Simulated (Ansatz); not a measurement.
A run for Ansatz (a program for electronic structure): U-B3LYP/cc-pVTZ on BrFSe (SMILES F[Se]Br), a point of a bond scan (R = 1.940 Å).

Ansatz 0.2 input:
```yaml
crystal:
  periodic: [false, false, false]
  atoms:
    - {symbol: Se, position_ang: [0.51016666, -0.43084229, 0.77837054]}
    - {symbol: F, position_ang: [1.56979270, -1.40200720, -0.52513554]}
    - {symbol: Br, position_ang: [-0.87448098, 0.75634609, -0.65156810]}
basis:
  gaussian:
    orbitals: cc-pVTZ
hamiltonian:
  xc: {name: B3LYP}
magnetization: {spin_polarized: true, initial_magnetization: 0}
```

Output:

```
WARN ansatz: RAYON_NUM_THREADS=1 ignored (pool sized by the plan → 1); use --threads N
Functional definition: B3LYP
integrals: 0.06 GiB planned
755 factors; integrals over basis functions are off by at most 6.9e-4 eV
mean field: 0.88 GiB planned
mean field evaluation 1: about -138115.0312 eV, gradient 2.8e1 eV
mean field evaluation 2: about -138085.2498 eV, gradient 9.6e1 eV
mean field evaluation 4: about -138117.2460 eV, gradient 6.6e0 eV
mean field evaluation 8: about -138117.5120 eV, gradient 1.4e-1 eV
mean field evaluation 16: about -138117.5121 eV, gradient 6.3e-5 eV
mean field -138117.51207782 eV, -5075.7249494478 hartree, gradient 3.5e-5 eV, S^2 0.000000; 1 other end points of the search recorded, 0 dependent functions left out
reference -138117.51226773 eV, -5075.7249564266 hartree; 39, 39 occupied and 77, 77 virtual orbitals, 755 factors
Total energy: -138117.51226773 eV, -5075.7249564266 hartree
```

The run converged.

Cost: about 6 core-seconds (a rough figure).
